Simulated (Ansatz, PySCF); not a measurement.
Gas-phase reaction (SMILES): CO[Si](Br)(Br)Br + O (H2O) + 3 [SiH4] (SiH4) -> CO (CH4O) [methanol] + O[SiH3] [hydroxysilane] + 3 [SiH3]Br; bond separation energy.

Each molecule is optimised on its own at B3LYP-D3(BJ)/def2-TZVP (Ansatz, a quantum-chemistry and plane-wave program), one conformer each, not searched for the lowest. Cores are frozen in the correlated levels unless marked. Spin-orbit coupling is left out. The frozen core is the preceding noble-gas configuration, with the filled d and f shells of earlier blocks. No relativistic terms. CBS marks a two-point X^-3 extrapolation of the correlation energy; Hartree-Fock from the larger set. Thermal terms are rigid-rotor harmonic-oscillator values from B3LYP-D3(BJ) frequencies (Ansatz or PySCF) at 298.15 K and 1 atm. 1 Eh = 627.5095 kcal/mol.

```csv
species,"E, CCSD(T)/CBS(def2-TZVPP,def2-QZVPP) (Ansatz) (Eh)","E, PBE0-D4/def2-TZVPD (Ansatz + dftd4) (Eh)",H - E (Eh)
CO[Si](Br)(Br)Br,-8122.33817,-8126.21602,0.05684
CO (CH4O),-115.61116,-115.64059,0.05533
O (H2O),-76.37599,-76.38102,0.02495
O[SiH3],-366.68397,-366.99078,0.04319
[SiH3]Br,-2863.59421,-2865.07468,0.03025
[SiH4] (SiH4),-291.45853,-291.75741,0.03520
```

**Question.** Work out ΔE and ΔH at 298.15 K at the first level, then ΔH at the second.

**Answer.** 
1. ΔE = [(-115.61116) + (-366.68397) + 3×(-2863.59421)] - [(-8122.33817) + (-76.37599) + 3×(-291.45853)] = 0.01199 Eh = 7.5 kcal/mol at CCSD(T)/CBS(def2-TZVPP,def2-QZVPP).
2. The terms H - E add up to 0.00188 Eh, so ΔH = (0.01199 + (0.00188))×627.5095 = 8.7 kcal/mol.
3. At PBE0-D4/def2-TZVPD the same steps give ΔE = 8.7 and ΔH = 9.9 kcal/mol, a shift of +1.2 from the first level.
4. These values are not checked against measurement here, since the tables used lack a sound gas-phase enthalpy of formation for at least one species.
